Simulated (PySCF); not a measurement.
## C6H5OS2: g tensor and hyperfine couplings

Species: C6H5OS2 (doublet state).
Structure used (GFN2-xTB), in Å, numbered top down from 1:
```xyz
14
C6H5OS2 angstrom
C      2.3149   -0.2249   -0.3575
C      1.3487    0.6312    0.3890
S      1.8688    1.8618    1.3493
C     -0.0424    0.3558    0.2637
C     -0.6847   -0.6351   -0.4089
C     -2.1362   -0.6010   -0.2874
O     -2.9362   -1.3787   -0.8007
C     -2.4941    0.5223    0.5463
S     -1.1971    1.4145    1.1095
H      3.3297    0.1272   -0.1955
H      2.0913   -0.2051   -1.4238
H      2.2384   -1.2584   -0.0198
H     -0.1998   -1.3985   -0.9892
H     -3.5021    0.7883    0.8028
```

The hyperfine couplings belong to this conformer and change with its torsions.

Identity: `CC(=S)C1=CC(=O)[CH]S1` [radical].

Computed with UKS B3LYP, pcH-1 on C H O S, non-relativistic, mean-field spin-orbit, GIAO in PySCF. One conformer (not necessarily the lowest) at the GFN2-xTB geometry, without solvent, vibrations or thermal averaging. A GFN2-xTB geometry isn't a minimum of the functional, and hyperfine couplings can be far from their values at a DFT geometry. No stability test was run, so a lower SCF solution isn't excluded.

| Quantity | Value |
| --- | --- |
| g1, g2, g3 | 2.00203, 2.00813, 2.01722 |
| g_iso | 2.00912 |
| Form of g | rhombic: the two nearest values differ by 40 % of g3 − g1 |
| ⟨S²⟩ | 0.7654 (exact 0.7500) |
| HOMO–LUMO gap, α and β orbitals | 2.94, 2.56 eV |
| Total energy | -1103.21967 Eh |
| Basis functions | 295 |

Hyperfine couplings atom by atom, in MHz; T1 to T3 are the principal values of the dipolar part; ρ(0) is the spin density at the nucleus:

```
atom  isotope  a_iso  of which spin–orbit      T1     T2    T3  Mulliken spin population  ρ(0) (bohr⁻³)
  C1      13C    0.5                  0.0    -0.4    0.0   0.3                      0.00         0.0004
  C2      13C   -4.0                  0.0    -4.4    1.9   2.5                     -0.03        -0.0036
  S3      33S    1.9                  0.3    -5.8   -5.4  11.2                      0.06         0.0046
  C4      13C   -3.0                 -0.2    -0.6    0.0   0.6                      0.00        -0.0025
  C5      13C    2.8                 -0.1    -7.6   -6.1  13.7                      0.10         0.0026
  C6      13C  -31.1                  0.1    -6.4   -0.3   6.8                     -0.06        -0.0278
  O7      17O  -26.7                 -0.8  -119.0   59.3  59.7                      0.38         0.0428
  C8      13C   37.6                  0.1   -38.7  -38.0  76.7                      0.46         0.0334
  S9      33S    4.8                 -0.1   -16.4  -14.1  30.5                      0.12         0.0143
 H10       1H   -0.2                  0.0    -0.5   -0.2   0.6                      0.00        -0.0001
 H11       1H   -3.1                  0.0    -0.8   -0.5   1.2                      0.00        -0.0007
 H12       1H   -4.0                  0.0    -0.8   -0.4   1.2                      0.00        -0.0009
 H13       1H   -6.7                  0.0    -3.5   -2.0   5.5                      0.00        -0.0015
 H14       1H  -30.9                  0.0   -17.0   -2.4  19.4                     -0.02        -0.0069
```

The Mulliken spin populations are largest on C8 (+0.46), O7 (+0.38), S9 (+0.12) and C5 (+0.10).

C8, the radical centre as drawn in `CC(=S)C1=CC(=O)[CH]S1`, holds a spin population of +0.46 out of 1.

Axes: g2 points within 6° of the C8–H14 bond.

Under fast tumbling the dipolar parts average out, and these isotropic splittings remain: 1 × 1H (H14, I = 1/2, 2 lines) with 1.10 mT, 1 × 1H (H13, I = 1/2, 2 lines) with 0.24 mT and 3 × 1H (H10/H11/H12, I = 1/2, 4 lines) with 0.09 mT.

Means are taken over nuclei equivalent by connectivity, which assumes that they swap fast.

The 17O coupling of O7 (-26.7 MHz) shows only in satellite lines or after enrichment, since that isotope makes up about 0.038 % of natural oxygen.

The 13C coupling of C8 (37.6 MHz) shows only in satellite lines or after enrichment, since that isotope makes up about 1.07 % of natural carbon.
